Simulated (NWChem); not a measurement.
Species: C2H6AlFO; SMILES CC[O][AlH][F]

```xyz
11

Al    -0.5418    -1.1568     0.0511
H     -1.6468    -2.0684    -0.5785
F      0.3514    -1.7071     1.3431
O     -0.2489     0.3734    -0.5832
C      0.5246     1.5217    -0.4014
C     -0.2872     2.6424     0.2152
H      1.4077     1.3092     0.2309
H      0.9111     1.8435    -1.3855
H     -0.6502     2.3586     1.2157
H      0.3197     3.5552     0.3182
H     -1.1611     2.8762    -0.4116
```
Atoms are numbered in this order, from 1.

All runs use the structure optimised with PBE0/def2-SVP.

 Unshifted, non-relativistic core excitations; the lowest 4 roots alone, so stronger bands may lie above.

### Question
List the first F K-edge excitations from BHandHLYP/6-311G** (spherical d), restricted-window TDA (NWChem).

### Answer
```tsv
state	energy (eV)	dipole oscillator strength	leading excitation (squared amplitude)
S1	683.6	0.0103	1s of atom 3 or its equivalents → LUMO (0.93)
S2	683.6	0.0078	1s of atom 3 or its equivalents → LUMO+1 (0.90)
S3	685.8	0.0083	1s of atom 3 or its equivalents → LUMO+2 (0.77)
S4	686.8	0.0046	1s of atom 3 or its equivalents → LUMO+3 (0.73)
```
